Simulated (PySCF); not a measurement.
Numbering as in the mapped SMILES `[F:1][C:2]([F:3])([F:4])[CH2:5][C:6]([F:7])([F:8])[F:9]` (H(Xn): hydrogen on atom n).

PySCF calculation with shieldings: GIAO CAM-B3LYP/pcSseg-2, PBE0-D3(BJ)/def2-SVP geometry and spin–spin couplings from B3LYP/pcJ-1 (spin–dipole term only in couplings to heteroatoms); one averaged value for each set of equivalent atoms, in vacuum, relativity neglected, one conformer.

Question: Predict the 2D correlation tables (HSQC, COSY, HMBC).

Answer: 

HSQC (one-bond C–H):
```csv
δH,δC,"$^{1}J$(C,H) (Hz)"
2.63 (H(C5)),43.2 (C5),138
```

HMBC (two and three bonds, |J| ≥ 2.5 Hz):
```csv
δH,δC [abs. J in Hz]
2.63 (H(C5)),134.1 (C2/C6) [6.7]
```

No COSY cross peaks are expected.

Shifts are taken against calculated references (same method and geometry level): $^{1}$H (31.34 ppm) and $^{13}$C (182.55 ppm) against TMS.

Common functionals overestimate the size of one-bond C–F couplings by tens of Hz; these are unscaled. Shifts are as computed, not scaled to solution data. Of 1211 compounds with measured shifts, 218 miss one by over three times the rms of a fit or turn the order of signals round; such compounds aren't used in these exercises.
